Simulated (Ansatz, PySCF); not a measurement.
Spin states of H3IrO3 (SMILES [OH][Ir]([OH])[OH]), each relaxed with B3LYP-D3(BJ)/def2-TZVP.
State 1 (charge 0, multiplicity 1):
```xyz
7

Ir     0.026     0.099     0.041
O      1.666    -0.387    -0.660
H      2.327     0.272    -0.385
O     -0.480    -0.523     1.705
H     -0.905    -1.393     1.611
O     -1.096     1.198    -0.931
H     -1.639     0.658    -1.531
```
State 2 (charge 0, multiplicity 3):
```json
[
 {"atom": "Ir", "x (Å)": "-0.4035", "y (Å)": "0.2167", "z (Å)": "0.0784"},
 {"atom": "O", "x (Å)": "1.2189", "y (Å)": "-0.6729", "z (Å)": "-0.3565"},
 {"atom": "H", "x (Å)": "1.9460", "y (Å)": "-0.0505", "z (Å)": "-0.2001"},
 {"atom": "O", "x (Å)": "-0.5971", "y (Å)": "-0.7984", "z (Å)": "1.6594"},
 {"atom": "H", "x (Å)": "0.1636", "y (Å)": "-1.3500", "z (Å)": "1.8925"},
 {"atom": "O", "x (Å)": "-1.0179", "y (Å)": "1.4594", "z (Å)": "-1.2041"},
 {"atom": "H", "x (Å)": "-1.4119", "y (Å)": "1.1202", "z (Å)": "-2.0187"}
]
```

Singlets are restricted, other states unrestricted; no spin–orbit coupling, no relativity up to Kr; see below for the cores. The largest T1 diagnostic is 0.037.

Codes used: Ansatz (a first-principles code); PySCF for the dispersion terms. Values without a source in brackets are computed. In def2 rows elements past Kr take small-core potentials, without spin–orbit coupling.

| level | energy of the multiplicity-3 state less that of the multiplicity-1 state (eV) |
|---|---|
| PBE/def2-TZVPP | 0.868 |
| r2SCAN-D3(BJ)/def2-TZVPP | 0.681 |
| r2SCAN-D4/def2-TZVPP | 0.681 |
| B3LYP-D3(BJ)/def2-TZVPP | 0.723 |
| B3LYP-D4/def2-TZVPP | 0.724 |
| BHLYP/def2-TZVPP | 0.498 |
| CAM-B3LYP/def2-TZVPP | 0.677 |
| CAM-B3LYP-D4/def2-TZVPP | 0.677 |
| wB97M-V/def2-TZVPP | ? |

### Question
What belongs in the gaps?

### Answer

- wB97M-V/def2-TZVPP, energy of the multiplicity-3 state less that of the multiplicity-1 state (eV): 0.744
